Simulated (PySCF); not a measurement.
FMg, doublet, at a GFN2-xTB geometry (such geometries of metal compounds can be far from the true shape) (the spin is typed, not shown lowest); R2SCAN/cc-pVTZ in PySCF.

The PySCF input:
```python
from pyscf import gto, scf, dft

mol = gto.M(
    atom='''
Mg   -0.000000   -0.000000   -0.741648
F     0.000000    0.000000    0.988863
''',
    basis='cc-pvtz',
    charge=0,
    spin=1,
    verbose=4,
)

mf = dft.UKS(mol)
mf.xc = 'r2scan'
mf.grids.atom_grid = (150, 974)
mf.kernel()
mf.analyze()
```

It wrote (shortened):

```
PySCF version 2.14.0

[INPUT] verbose = 4
[INPUT] num. atoms = 2
[INPUT] num. electrons = 21
[INPUT] charge = 0
[INPUT] spin (= nelec alpha-beta = 2S) = 1
[INPUT] symmetry False subgroup None
[INPUT] Mole.unit = angstrom
[INPUT] Symbol           X                Y                Z      unit          X                Y                Z       unit  Magmom
[...]
nuclear repulsion = 33.0255853787465
number of shells = 18
number of NR pGTOs = 104
number of NR cGTOs = 64
basis = cc-pvtz
ecp = {}

******** <class 'pyscf.dft.uks.UKS'> ********
method = UKS
initial guess = minao
damping factor = 0
level_shift factor = 0
DIIS = <class 'pyscf.scf.diis.CDIIS'>
diis_start_cycle = 1
diis_space = 8
diis_damp = 0
SCF conv_tol = 1e-09
SCF conv_tol_grad = None
SCF max_cycles = 50
direct_scf = True
direct_scf_tol = 1e-13
number electrons alpha = 11  beta = 10
XC library pyscf.dft.libxc version 7.1.2
    S. Lehtola, C. Steigemann, M. J. T. Oliveira, and M. A. L. Marques,  SoftwareX 7, 1–5 (2018)
XC functionals = r2scan
    J. W. Furness, A. D. Kaplan, J. Ning, J. P. Perdew, and J. Sun,  J. Phys. Chem. Lett. 11, 8208–8215 (2020)
    J. W. Furness, A. D. Kaplan, J. Ning, J. P. Perdew, and J. Sun,  J. Phys. Chem. Lett. 11, 9248–9248 (2020)
    J. W. Furness, A. D. Kaplan, J. Ning, J. P. Perdew, and J. Sun,  J. Phys. Chem. Lett. 11, 8208–8215 (2020)
    J. W. Furness, A. D. Kaplan, J. Ning, J. P. Perdew, and J. Sun,  J. Phys. Chem. Lett. 11, 9248–9248 (2020)
radial grids:
    Treutler-Ahlrichs [JCP 102, 346 (1995); DOI:10.1063/1.469408] (M4) radial grids

becke partition: Becke, JCP 88, 2547 (1988); DOI:10.1063/1.454033
pruning grids: <function nwchem_prune>
grids dens level: 3
symmetrized grids: False
atomic radii adjust function: <function treutler_atomic_radii_adjust>
User specified grid scheme (150, 974)
small_rho_cutoff = 0
Set gradient conv threshold to 3.16228e-05
tot grids = 151720
init E= -299.896829936687

cycle= 1 E= -299.820900813138  delta_E= 0.0759  |g|= 0.557  |ddm|= 0.684
cycle= 2 E= -296.604391617587  delta_E= 3.22  |g|= 2.69  |ddm|= 1.25
cycle= 3 E= -299.931524702273  delta_E= -3.33  |g|= 0.121  |ddm|= 1.09
cycle= 4 E= -299.934017141469  delta_E= -0.00249  |g|= 0.051  |ddm|= 0.0785
cycle= 5 E= -299.935042876193  delta_E= -0.00103  |g|= 0.00445  |ddm|= 0.0255
cycle= 6 E= -299.935052714083  delta_E= -9.84e-06  |g|= 0.000645  |ddm|= 0.00416
cycle= 7 E= -299.935052930439  delta_E= -2.16e-07  |g|= 0.000265  |ddm|= 0.000572
[...]
converged SCF energy = -299.935052971257  <S^2> = 0.75063278  2S+1 = 2.0006327
Total Energy =                        -299.935052971257278
[...]
spin_pop of  0 Mg 3px       0.00292
spin_pop of  0 Mg 3py       0.00292
spin_pop of  0 Mg 3pz       0.09849
spin_pop of  0 Mg 4px       0.00006
spin_pop of  0 Mg 4py       0.00006
spin_pop of  0 Mg 4pz      -0.00020
spin_pop of  0 Mg 5px       0.00009
spin_pop of  0 Mg 5py       0.00009
spin_pop of  0 Mg 5pz       0.00031
spin_pop of  0 Mg 3dxy     -0.00000
spin_pop of  0 Mg 3dyz     -0.00013
spin_pop of  0 Mg 3dz^2     0.00077
spin_pop of  0 Mg 3dxz     -0.00013
spin_pop of  0 Mg 3dx2-y2   -0.00000
spin_pop of  0 Mg 4dxy      0.00000
spin_pop of  0 Mg 4dyz     -0.00064
spin_pop of  0 Mg 4dz^2     0.00419
spin_pop of  0 Mg 4dxz     -0.00064
spin_pop of  0 Mg 4dx2-y2    0.00000
spin_pop of  0 Mg 4f-3      0.00000
spin_pop of  0 Mg 4f-2      0.00000
spin_pop of  0 Mg 4f-1     -0.00004
spin_pop of  0 Mg 4f+0      0.00339
spin_pop of  0 Mg 4f+1     -0.00004
spin_pop of  0 Mg 4f+2      0.00000
spin_pop of  0 Mg 4f+3      0.00000
spin_pop of  1 F 1s       -0.00000
spin_pop of  1 F 2s        0.01690
spin_pop of  1 F 3s        0.01813
spin_pop of  1 F 4s        0.00168
spin_pop of  1 F 2px      -0.00228
spin_pop of  1 F 2py      -0.00228
spin_pop of  1 F 2pz       0.03799
spin_pop of  1 F 3px       0.00007
spin_pop of  1 F 3py       0.00007
spin_pop of  1 F 3pz       0.00375
spin_pop of  1 F 4px      -0.00000
spin_pop of  1 F 4py      -0.00000
spin_pop of  1 F 4pz       0.00029
spin_pop of  1 F 3dxy      0.00000
spin_pop of  1 F 3dyz      0.00002
spin_pop of  1 F 3dz^2     0.00020
spin_pop of  1 F 3dxz      0.00002
spin_pop of  1 F 3dx2-y2   -0.00000
spin_pop of  1 F 4dxy      0.00000
spin_pop of  1 F 4dyz     -0.00000
spin_pop of  1 F 4dz^2     0.00005
spin_pop of  1 F 4dxz     -0.00000
spin_pop of  1 F 4dx2-y2    0.00000
spin_pop of  1 F 4f-3     -0.00000
spin_pop of  1 F 4f-2     -0.00000
spin_pop of  1 F 4f-1      0.00000
spin_pop of  1 F 4f+0      0.00001
spin_pop of  1 F 4f+1      0.00000
spin_pop of  1 F 4f+2     -0.00000
spin_pop of  1 F 4f+3     -0.00000
 ** Mulliken Spin Density (per atom)  **
spin density of  0 Mg =      0.92540
spin density of  1 F =      0.07460
 ** Mulliken pop alpha/beta on meta-lowdin orthogonal AOs **
 ** Mulliken pop       alpha | beta **
In total            11.00000 | 10.00000
 ** Mulliken atomic charges   ( Nelec_alpha | Nelec_beta ) **
charge of  0Mg =      0.85833  (     6.03354      5.10813 )
charge of  1F =     -0.85833  (     4.96646      4.89187 )
Dipole moment(X, Y, Z, Debye): -0.00000, -0.00000, -2.87945
```
